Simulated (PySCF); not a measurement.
**Badger's rule along the fifth-period p block: bonds to Pb**

CCSD(T) in PySCF with def2-SVP on every atom (core potentials on In, Sn, Sb, I, Pb), for the lowest determinant that a PBE0 search found; no spin–orbit coupling. Badger's rule says that Re = d + c·k^(−1/3) for bonds between atoms of fixed rows.

```json
{"molecule": "SbPb", "state (unpaired electrons)": "doublet (π ↑)", "Re (Å)": "2.770", "k (mdyn/Å)": "1.39"}
{"molecule": "PbI", "state (unpaired electrons)": "doublet (π ↑)", "Re (Å)": "2.852", "k (mdyn/Å)": "?"}
{"molecule": "SnPb", "state (unpaired electrons)": "triplet (π ↑↑)", "Re (Å)": "2.865", "k (mdyn/Å)": "?"}
{"molecule": "InPb", "state (unpaired electrons)": "quartet (σ ↑, π ↑↑)", "Re (Å)": "2.932", "k (mdyn/Å)": "0.731"}
```

Problem. Fix c and d from SbPb and InPb.

Solution. c = (2.932 − 2.77)/(0.731^(−1/3) − 1.39^(−1/3)) = 0.757, d = 2.77 − c·1.39^(−1/3) = 2.092 Å.

Problem. Predict k of the others and set the computed values beside them.

Solution. 

```tsv
molecule	k by the rule	k computed	difference (%)
PbI	0.987	1.24	-21
SnPb	0.938	1.16	-19
```

The rule misses by 20 % on average; it knows nothing of spin state or of how ionic a bond is, and both change along this series.

Correlated steps freeze 8 core orbitals. These are scalar-relativistic numbers at best; spin–orbit coupling would shift them, the dissociation energy most. States were picked by a PBE0 search and need not be the measured ground states.
